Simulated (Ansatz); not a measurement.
`N[SiH2]N[CH2][AlH2]` + H₂S → `[AlH2][SH]` + `CN[SiH2]N`  (ligand exchange at the Al–C bond)

Gas-phase electronic energies from Ansatz, PBE0-D4/def2-TZVP geometries. CCSD(T)/CBS adds triple-zeta CCSD(T) − MP2 to the extrapolated MP2 energy (def2 sets, frozen cores). This one scheme is used for every species. Each species was taken in one conformer, which may not be the lowest.

```tsv
level	ΔE (kJ/mol)
CCSD/def2-TZVPP	-141.4
MP2/def2-QZVPP	-143.9
```

**Question.** What does CCSD(T)/CBS give? (An estimate is asked.)

**Answer.** Ansatz gave: -141.6 kJ/mol. The listed levels differ from it by 0.2, -2.3 kJ/mol.

Largest T1 diagnostic among the species: 0.011.

The D4 term adds +3.7 kJ/mol with B3LYP and +2.2 kJ/mol with PBE0; it sums over pairs of atoms, weighted by their polarisabilities, and B3LYP, whose exchange is more repulsive, gets the larger term. In def2-TZVPP, CCSD(T) changes the Hartree–Fock value by +10.9 kJ/mol (the triples alone add +0.5 kJ/mol) and MP2 by +7.9 kJ/mol. From PBE to PBE0 (25 % exact exchange), in def2-TZVPP and without D4, ΔE moves by −3.1 kJ/mol.

B3LYP here is the variant with VWN-RPA as its local correlation; programs differ in this.
